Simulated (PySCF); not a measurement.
## Spinor energies of Gd³⁺ (gadolinium, charge +3)

Start: [Xe] 4f7; 4f5/2 filled at m_j = -5/2, -3/2, -1/2, +1/2, +3/2, +5/2; 4f7/2 filled at m_j = +7/2. Calculated with PySCF 2.14 in x2c-TZVPall-2c: generalised Hartree-Fock with the X2C-1e Hamiltonian and a Gaussian nucleus; one run each with spin-orbit coupling (SO) switched off, then screened by Boettger's factors.

```json
{"spinor shell": "1s1/2", "electrons": "2", "ε, spin-free (eV)": "-50521.6", "ε, screened SO (eV)": "-50512.2", "weight of nominal j (screened SO)": "1.000", "rms radius, screened SO (bohr)": "0.0249"}
{"spinor shell": "2s1/2", "electrons": "2", "ε, spin-free (eV)": "-8483.4", "ε, screened SO (eV)": "-8480.6", "weight of nominal j (screened SO)": "1.000", "rms radius, screened SO (bohr)": "0.101"}
{"spinor shell": "2p1/2", "electrons": "2", "ε, spin-free (eV)": "-7546.9", "ε, screened SO (eV)": "-8037.4", "weight of nominal j (screened SO)": "1.000", "rms radius, screened SO (bohr)": "0.0864"}
{"spinor shell": "2p3/2", "electrons": "4", "ε, spin-free (eV)": "-7546.9", "ε, screened SO (eV)": "-7336.9", "weight of nominal j (screened SO)": "1.000", "rms radius, screened SO (bohr)": "0.0928"}
{"spinor shell": "3s1/2", "electrons": "2", "ε, spin-free (eV)": "-1950.4", "ε, screened SO (eV)": "-1949.5", "weight of nominal j (screened SO)": "1.000", "rms radius, screened SO (bohr)": "0.260"}
{"spinor shell": "3p1/2", "electrons": "2", "ε, spin-free (eV)": "-1654.3", "ε, screened SO (eV)": "-1757.0", "weight of nominal j (screened SO)": "1.000", "rms radius, screened SO (bohr)": "0.252"}
{"spinor shell": "3p3/2", "electrons": "4", "ε, spin-free (eV)": "-1654.3", "ε, screened SO (eV)": "-1609.9", "weight of nominal j (screened SO)": "1.000", "rms radius, screened SO (bohr)": "0.265"}
{"spinor shell": "3d3/2", "electrons": "4", "ε, spin-free (eV)": "-1262.2", "ε, screened SO (eV)": "-1281.1", "weight of nominal j (screened SO)": "0.994", "rms radius, screened SO (bohr)": "0.237"}
{"spinor shell": "3d5/2", "electrons": "6", "ε, spin-free (eV)": "-1262.2", "ε, screened SO (eV)": "-1248.8", "weight of nominal j (screened SO)": "0.996", "rms radius, screened SO (bohr)": "0.241"}
{"spinor shell": "4s1/2", "electrons": "2", "ε, spin-free (eV)": "-435.73", "ε, screened SO (eV)": "-435.49", "weight of nominal j (screened SO)": "1.000", "rms radius, screened SO (bohr)": "0.588"}
{"spinor shell": "4p1/2", "electrons": "2", "ε, spin-free (eV)": "-335.51", "ε, screened SO (eV)": "-359.92", "weight of nominal j (screened SO)": "0.966", "rms radius, screened SO (bohr)": "0.605"}
{"spinor shell": "4p3/2", "electrons": "4", "ε, spin-free (eV)": "-335.51", "ε, screened SO (eV)": "-324.80", "weight of nominal j (screened SO)": "0.983", "rms radius, screened SO (bohr)": "0.633"}
{"spinor shell": "4d3/2", "electrons": "4", "ε, spin-free (eV)": "-193.46", "ε, screened SO (eV)": "-199.58", "weight of nominal j (screened SO)": "0.723", "rms radius, screened SO (bohr)": "0.684"}
{"spinor shell": "4d5/2", "electrons": "6", "ε, spin-free (eV)": "-193.46", "ε, screened SO (eV)": "-189.20", "weight of nominal j (screened SO)": "0.815", "rms radius, screened SO (bohr)": "0.690"}
{"spinor shell": "5s1/2", "electrons": "2", "ε, spin-free (eV)": "-85.310", "ε, screened SO (eV)": "-85.272", "weight of nominal j (screened SO)": "1.000", "rms radius, screened SO (bohr)": "1.43"}
{"spinor shell": "5p1/2", "electrons": "2", "ε, spin-free (eV)": "-57.876", "ε, screened SO (eV)": "-61.755", "weight of nominal j (screened SO)": "0.912", "rms radius, screened SO (bohr)": "1.58"}
{"spinor shell": "5p3/2", "electrons": "4", "ε, spin-free (eV)": "-57.876", "ε, screened SO (eV)": "-56.159", "weight of nominal j (screened SO)": "0.956", "rms radius, screened SO (bohr)": "1.68"}
{"spinor shell": "4f5/2", "electrons": "6", "ε, spin-free (eV)": "-47.774", "ε, screened SO (eV)": "-47.758", "weight of nominal j (screened SO)": "0.551", "rms radius, screened SO (bohr)": "0.911"}
{"spinor shell": "4f7/2", "electrons": "1", "ε, spin-free (eV)": "-47.774", "ε, screened SO (eV)": "-47.291", "weight of nominal j (screened SO)": "1.000", "rms radius, screened SO (bohr)": "0.917"}
```

| quantity | spin-free | screened SO |
| --- | --- | --- |
| E (hartree) | -11262.27799 | -11269.59433 |
| M_J | 7/2 | 7/2 |
| ⟨J²⟩ | 15.757 | 15.757 |
| ⟨L²⟩ | 0.000 | 0.107 |
| ⟨S²⟩ | 15.757 | 15.677 |

Each row is a mean over spinors that exchange with the open shell spreads, by up to 19.379 eV (4d5/2).

Rows whose weight is well below 1 are mixtures of j = l ± 1/2: exchange outweighs spin-orbit coupling there, and the label is only the starting occupation.

Breit and QED terms are absent; they matter most for the inner s and p1/2 levels.

Densities and radii are taken from the X2C orbitals without a picture-change correction, which distorts them close to the nucleus.

Without spin-orbit coupling the j labels of p, d and f shells carry no meaning; the spin-free column gives the mean over the occupied spinors of each nl shell.
